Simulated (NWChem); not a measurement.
# GaPH4; SMILES [PH2][GaH2]

```xyz
6

Ga     0.0443     0.8534     0.0086
H     -1.3339     1.5732     0.2252
H      1.3583     1.6639    -0.2761
P      0.1027    -1.4558    -0.0942
H     -0.7584    -1.6725     1.0226
H      1.3201    -1.6027     0.6353
```
Atoms are numbered in this order, from 1.

All runs: NWChem. Pople sets run with spherical d functions. STO-3G and 3-21G are far too small for this property and stand as cheap habits. Geometry: optimised at PBE0/def2-SVP. GIAO values for the isolated, static molecule; σ is the absolute isotropic shielding, δ = σ(reference) − σ with the isolated reference molecule computed at the same levels (1H: tetramethylsilane, 31P: phosphine).

```csv
level,σ Ga1 (ppm),δ H2 (ppm),δ P4 (ppm),δ H5 (ppm)
KT2/pcSseg-1,1009.5,7.09,46.0,2.36
PBE0/pcSseg-1,…,…,…,…
"LDA (Slater exchange, VWN5)/pcSseg-1",826.8,7.68,70.8,2.67
Hartree-Fock/6-31G*,1516.0,6.68,-9.2,1.72
Hartree-Fock/STO-3G,3540.4,-23.67,151.7,3.54
```

Q: What belongs in the gaps?

A: 
- PBE0/pcSseg-1, σ Ga1 (ppm): 1043.7
- PBE0/pcSseg-1, δ H2 (ppm): 6.75
- PBE0/pcSseg-1, δ P4 (ppm): 28.5
- PBE0/pcSseg-1, δ H5 (ppm): 2.17
